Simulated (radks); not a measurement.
Values are calculated unless marked as measured or tabulated.
Q: Orbital eigenvalues (eV) of the tellurium ion Te3+, [Kr] 4d10 5s2 5p1, of relativity; Dirac values are averaged over j with weights 2j + 1. Spin-unpolarised spherical Kohn-Sham, PBE, point nucleus unless stated (finite: rms radius 4.7423 fm), a radial shooting solver on a logarithmic mesh with Libxc functionals. A level marked "c x" has the speed of light scaled by that factor and shares open shells by 2j + 1; other Dirac levels either fill j = l - 1/2 first or share by 2j + 1.

| shell | non-rel. |
|---|---|
| 2s | -4579.7 |
| 2p | -4299.4 |
| 3s | -933.74 |
| 3p | -816.61 |
| 3d | -599.08 |
| 4s | -182.72 |
| 4p | -142.38 |
| 4d | -74.157 |
| 5s | -41.028 |
| 5p | -31.451 |
| 6s (empty) | -16.226 |
| 4f (empty) | -12.181 |

Give the values at the level "Dirac, c x 0.75".

A: 
shell       Dirac, c x 0.75  change of magnitude (%)
2s                  -5147.9                   +12.40
2p                  -4466.4                    +3.88
3s                  -1051.8                   +12.65
3p                  -852.33                    +4.37
3d                  -583.24                    -2.64
4s                  -206.59                   +13.06
4p                  -148.19                    +4.08
4d                  -70.776                    -4.56
5s                  -44.216                    +7.77
5p                  -31.803                    +1.12
6s (empty)          -17.016                    +4.87
4f (empty)          -11.489                    -5.68
